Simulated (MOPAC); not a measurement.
The molecule CsBr, closed-shell singlet (the spin of the measured ground state). No spin–orbit coupling. Br is treated without relativity.

Constants: fifth-degree fit in 1/R to seven points, most abundant isotopes. Runs in def2 and cc sets follow the lowest solution found near the PBE0 minimum. The singlet is held restricted.

The state that PM3 reach isn't checked.

The values were computed with MOPAC for PM3 (differences of heats of formation). 

Energies at PM3:

```tsv
R (Å)	E (hartree)
2.872179	-0.09198943
2.949388	-0.09267956
3.020421	-0.09302041
3.100718	-0.09307651
3.181015	-0.09279844
3.273666	-0.09208761
3.381759	-0.09077356
```

Problem. With a reduced mass of 49.5160 u, find the minimum, the force constant and the constants.

Solution. A fifth-degree polynomial in 1/R puts the minimum at r_e = 3.0736 Å with force constant 23.0 N/m. Then ω_e = (1/2πc)√(k/μ) = 89 cm⁻¹ and B_e = h/(8π²cμr_e²) = 0.03604 cm⁻¹; the cubic and quartic terms give α_e = -3.4e-5 and ω_e x_e = 0.10 cm⁻¹.
